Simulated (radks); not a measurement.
Results of a calculation; reference values are marked as such.
Excited configurations of the indium ion In2+: one electron is placed in a higher orbital outside [Kr] 4d10. The ground configuration is [Kr] 4d10 5s1. Code: a radial shooting solver on a logarithmic mesh with Libxc functionals. Model: Dirac Kohn-Sham, PBE, spin-unpolarised, spherical densities, point nucleus; open shells are shared between the two j in proportion to 2j + 1. Excitation = E - E(ground); binding = E(ion) - E, where the ion is the core of charge +3; n* = 3/sqrt(2 binding) in atomic units, and the quantum defect is n - n*. Eigenvalue and <r> are those of j = l + 1/2.

outer orbital  excitation (eV)  binding (eV)     n*  quantum defect  eigenvalue (eV)  <r> (bohr)
5d                      16.144        12.176  3.171           1.829           -9.800       4.205
5f                      22.895         5.425  4.751           0.249           -4.447       9.365
7s                      20.951         7.369  4.077           2.923           -6.343       8.534
7p                      22.012         6.308  4.406           2.594           -5.402       9.695
7f                      25.474         2.846  6.560           0.440           -2.442       20.10

The Delta-SCF ionisation energy is 28.320 eV (NIST Atomic Spectra Database: 28.044 eV, measured). Self-interaction in the functional shifts the binding energies and quantum defects, so they are the method's values and not measured ones. Spin polarisation and multiplet splitting are left out, so open shells lie too high by an amount that depends on their filling.

Beside tabulated values, note that spin-unpolarised runs miss the spin-polarisation part of the exchange energy of open shells.
